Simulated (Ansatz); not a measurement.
`[CH3][Al]([NH2])[CH2]F` + HBr → `[CH3][Al]([NH2])[Br]` + `CF` at 700 K and 1 bar (ligand exchange at the Al–C bond).

Program: Ansatz. Geometries: PBE0-D4/def2-TZVP. ΔE: electronic, gas phase. CCSD(T)/CBS adds triple-zeta CCSD(T) − MP2 to the extrapolated MP2 energy (def2 sets, frozen cores). This one scheme is used for every species. For Br outer-core shells are correlated without core-valence functions, which leaves a few kJ/mol of doubt a bond. Scalar relativity is left out up to krypton. One conformer a species, not always the lowest.

| species | CCSD(T)/CBS energy (Eh) | H − E (kJ/mol) | S (J/(mol·K)) |
| --- | --- | --- | --- |
| `[CH3][Al]([NH2])[CH2]F` | -476.86651 | 326.7 | 518.7 |
| HBr | -2573.91920 | 36.5 | 223.7 |
| `[CH3][Al]([NH2])[Br]` | -2911.22635 | 236.7 | 461.5 |
| `CF` | -139.63461 | 133.6 | 263.9 |

H − E and S are ideal-gas, rigid-rotor, harmonic terms from PBE0-D4/def2-TZVP, for one conformer and one mirror image of each species. 1 Eh = 2625.50 kJ/mol, R = 8.31446 J/(mol·K).

By hand: ΔE, ΔH, ΔS and ΔG.

ΔE = (-2911.22635) + (-139.63461) − (-476.86651) − (-2573.91920) = -0.07525 Eh = -197.6 kJ/mol. Δ(H − E) = 236.7 + 133.6 − 326.7 − 36.5 = 7.1, so ΔH = -190.5 kJ/mol. ΔS = 461.5 + 263.9 − 518.7 − 223.7 = -17.0 J/(mol·K). ΔG = -190.5 − 700 × (-17.0)/1000 = -178.6 kJ/mol.

By hand: the equilibrium constant, and the temperature at which ΔG would vanish if ΔH and ΔS stayed fixed.

log₁₀ K = −ΔG/(RT ln 10) = 13.3. ΔG = 0 at ΔH/ΔS = 11206 K, far beyond where these terms or the molecules hold.

ΔH outweighs TΔS. A doubt of 5 kJ/mol in ΔE shifts log₁₀ K by 0.4 here. Other conformers and mirror images would add mixing entropy, several J/(mol·K) or more a flexible species. Modes under 60 cm⁻¹, often nearly free rotors, make the harmonic entropy too high. These are equilibria of isolated gas molecules and say nothing of rates. Largest T1 diagnostic: 0.011 (customary marks: 0.02 for closed shells, 0.045 for open ones).
